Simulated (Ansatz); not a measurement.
Consider the formal exchange of groups at a B–Cl bond: `FB(S)Cl` + disilane → `FB(S)[SiH2][SiH3]` + HCl.

Gas-phase electronic energies from Ansatz, PBE0-D4/def2-TZVP geometries. CCSD(T)/CBS adds triple-zeta CCSD(T) − MP2 to the extrapolated MP2 energy (def2 sets, frozen cores). This one scheme is used for every species. DFT in def2-TZVPP. Each species was taken in one conformer, which may not be the lowest.

`FB(S)Cl`:

```xyz
5

F    -0.712    1.267   -0.170
B    -0.192    0.189    0.384
S     0.723   -1.021   -0.573
Cl   -0.405   -0.062    2.102
H     0.587   -0.374   -1.743
```

`[SiH3][SiH3]`:

Z-matrix (Å, degrees):
```
Si
Si 1 2.338
H 1 1.488 2 110.3
H 1 1.488 2 110.3 3 120.0
H 1 1.488 2 110.3 3 -120.0
H 2 1.488 1 110.3 3 59.9
H 2 1.488 1 110.3 3 179.9
H 2 1.488 1 110.3 3 -60.1
```

`FB(S)[SiH2][SiH3]`:

Cartesian coordinates in Å:
```
F -0.705 0.096 2.307
B 0.023 -0.621 1.456
S 0.104 -2.406 1.639
Si 0.989 0.284 -0.078
Si -0.583 0.971 -1.673
H -0.717 -2.497 2.703
H 1.733 1.476 0.417
H 1.954 -0.657 -0.711
H -1.323 -0.210 -2.194
H -1.558 1.908 -1.054
H 0.084 1.657 -2.813
```

HCl:

```xyz
2

Cl   -0.265    0.345    0.469
H     0.265   -0.345   -0.469
```

```
        level  ΔE (kcal/mol)
       PBE-D4           20.9
       B97M-V           23.9
   r2SCANh-D4           23.3
 CAM-B3LYP-D4           23.4
       B2PLYP           23.9
          PBE           21.6
      r2SCANh           23.7
HF/def2-TZVPP           26.6
```

Problem. What does CCSD(T)/CBS give? (Best estimate.)

Solution. Computed: +22.3 kcal/mol. The listed levels differ from it by -1.4, 1.6, 1.0, 1.1, 1.6, -0.7, 1.4, 4.3 kcal/mol.

Largest T1 diagnostic among the species: 0.015.

The D4 term adds −1.1 kcal/mol with B3LYP and −0.7 kcal/mol with PBE0; it sums over pairs of atoms, weighted by their polarisabilities, and B3LYP, whose exchange is more repulsive, gets the larger term. From PBE to PBE0 (25 % exact exchange), in def2-TZVPP and without D4, ΔE moves by +1.0 kcal/mol. At CCSD(T), def2-SVP lies +3.0 kcal/mol from the extrapolated value and def2-TZVPP +0.3 kcal/mol.

B3LYP here is the variant with VWN-RPA as its local correlation; programs differ in this.
